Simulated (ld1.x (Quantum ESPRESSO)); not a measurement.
## nitrogen (N): one change to a TM potential, before and after

```json
{
 "Element": "N (Z = 7)",
 "Generator": "ld1.x (Quantum ESPRESSO) 7.5",
 "Type": "norm-conserving Troullier–Martins (Kleinman–Bylander form)",
 "Functional": "LDA (PZ)",
 "Relativity": "scalar-relativistic",
 "Frozen core": "[He]",
 "Valence charge": "5",
 "Reference configuration": "2s2 2p1 (charge +2)",
 "Partial waves": "2s (bound): rc 0.95 bohr; 3d channel at 0.1 Ry: rc 1.60 bohr; 2p (bound): rc 1.85 bohr",
 "Local potential": "the p channel",
 "Core correction": "a·sin(br)/r model core, default radius (core density twice the valence density)"
}
```

Change: core correction none.

Cutoffs: the cutoffs (Ry, on a coarse ladder) from which the occupation-weighted sum of valence levels, in a spherical-Bessel basis at the reference potential, stays within 10 and 1 mRy of its value at 400 Ry; they do not see the model core or the augmentation charge, which bear on the density cutoff. Errors are all-electron minus pseudo energies relative to the spin-unpolarised reference configuration.

How do hardness, ghosts and transferability respond?

The potential gets neither clearly harder nor softer (55 Ry and 140 Ry → 55 Ry and 140 Ry); of the 9 tests that both files solve, the error grows in 4 and shrinks in 0 by more than 15 % and 0.3 meV (median size 246.1 → 263.7 meV); neither file shows a bound ghost. Exchange and correlation are not linear in the density, so unscreening with the valence charge alone errs where core and valence overlap; a model core restores that term. The default core radius of the base comes out at 0.45 bohr.

| quantity | base | changed |
| --- | --- | --- |
| cutoff, loose | 55 Ry | 55 Ry |
| cutoff, tight | 140 Ry | 140 Ry |
| bound ghosts | none | none |
| error for 2s2 2p3, meV [ΔE -42.70 eV] | +119 | +142 |
| error for 2s2 2p2, meV [ΔE -28.97 eV] | +81 | +92 |
| error for 2s2 2p0, meV [ΔE 47.16 eV] | +272 | +305 |
| error for 2s0 2p5, meV [ΔE -20.25 eV] | +517 | +555 |
| error for 2s1 2p3, meV [ΔE -17.52 eV] | +246 | +264 |
| error for 2s1 2p4, meV [ΔE -31.50 eV] | +304 | +334 |
| error for 2s2 2p2.5, meV [ΔE -37.53 eV] | +116 | +134 |
| error for 2s2 2p1 (spin-polarised), meV [ΔE -0.56 eV] | +13 | +55 |
| error for 2s2 2p3 (spin-polarised), meV [ΔE -45.59 eV] | +246 | +429 |
| s: phases at 2.01 bohr within 0.05 rad from the reference energy up to (Ry; the scan ends near 5) | -0.2 | -0.2 |
| p: phases at 2.01 bohr within 0.05 rad from the reference energy up to (Ry; the scan ends near 5) | -0.5 | -0.5 |
| d: phases at 2.01 bohr within 0.05 rad from the reference energy up to (Ry; the scan ends near 5) | 2.7 | 2.7 |
